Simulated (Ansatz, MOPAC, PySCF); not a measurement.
Donor–acceptor adduct: BH3 (SMILES B) (first 4 atoms) with C3H9N (SMILES CN(C)C); geometry from B3LYP-D3(BJ)/def2-TZVP, rigid monomers moved along the line of their centres of mass till B1···N6 is 1.90 Å.
(charge 0, multiplicity 1):
```xyz
17

B     -0.387     0.027     1.271
H      0.488     0.646     0.709
H     -0.415    -1.143     0.962
H     -1.469     0.563     1.201
C      1.397    -0.585     3.299
N      0.074     0.055     3.110
C      0.133     1.456     3.585
C     -0.945    -0.686     3.888
H      1.677    -0.577     4.355
H      2.134    -0.040     2.714
H      1.345    -1.607     2.934
H      0.398     1.489     4.644
H     -0.839     1.917     3.430
H      0.874     1.992     2.998
H     -0.694    -0.679     4.951
H     -1.913    -0.216     3.730
H     -0.987    -1.709     3.522
```

Monomers are frozen at their geometry in the pair; levels with a basis set take the counterpoise correction. Rows marked so take none.

Rows in 3-21G, 6-31G*, STO-3G carry no dispersion term and start afresh at each structure (6-31G* with six Cartesian d functions). MP2/6-31G* freezes PySCF's default core. The state that AM1, PM3, PM7 reach isn't checked; PM7 holds dispersion and hydrogen-bond terms.

Programs: Ansatz (a first-principles code); MOPAC for AM1, PM3, PM7 (differences of heats of formation); PySCF for 3-21G rows, 6-31G* rows, STO-3G rows, the dispersion terms. Values without a source in brackets are computed.

```json
[
 {"level": "AM1", "interaction energy (kcal/mol)": "-28.83"},
 {"level": "PM3", "interaction energy (kcal/mol)": "-55.56"},
 {"level": "PM7", "interaction energy (kcal/mol)": "-39.43"},
 {"level": "HF/STO-3G (no counterpoise)", "interaction energy (kcal/mol)": "-54.15"},
 {"level": "r2SCAN-D3(BJ)/def2-TZVPPD", "interaction energy (kcal/mol)": "-50.08"},
 {"level": "B3LYP/3-21G (no counterpoise)", "interaction energy (kcal/mol)": "-54.43"},
 {"level": "PBE0-D3(BJ)/def2-TZVPPD", "interaction energy (kcal/mol)": "-49.72"},
 {"level": "MP2/6-31G*", "interaction energy (kcal/mol)": "…"},
 {"level": "MP2/6-31G* (no counterpoise)", "interaction energy (kcal/mol)": "-50.09"}
]
```

Q: Fill in the missing entries.

A: 
- MP2/6-31G*, interaction energy (kcal/mol): -44.59
